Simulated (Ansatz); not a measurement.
Calculated with Ansatz (gas phase, PBE0-D4/def2-TZVP geometries, no zero-point term in ΔE). CCSD(T)/CBS is the MP2 limit (def2-TZVPP, def2-QZVPP) plus CCSD(T) − MP2 in def2-TZVPP, frozen cores. DFT in def2-TZVPP. Each species was taken in one conformer, which may not be the lowest.

`CBCSC` + `BSC` → `BSBC` + `CCSC`  (formal exchange of groups at a B–C bond)

**Question.** Is it downhill or uphill in electronic energy at CCSD(T)/CBS, and by how much? (Estimate.)

**Answer.** The calculation gave: Downhill: ΔE = -69.8 kJ/mol.

**Question.** What do these levels give: B97M-V, BHLYP-D4, B2PLYP, r2SCAN, HF/def2-TZVPP, CCSD(T)/def2-TZVPP? (Estimate.)

**Answer.** Ansatz gave: B97M-V -66.1, BHLYP-D4 -68.7, B2PLYP -68.6, r2SCAN -64.5, HF/def2-TZVPP -74.4, CCSD(T)/def2-TZVPP -71.1 kJ/mol.

Largest T1 diagnostic among the species: 0.014.

From PBE to PBE0 (25 % exact exchange), in def2-TZVPP and without D4, ΔE moves by −3.6 kJ/mol. Leaving LDA and LC-ωPBE aside and taking each functional with its dispersion term where it has one, the values, not all of them listed here, spread over 8.5 kJ/mol, from PBE-QIDH to BLYP-D4.
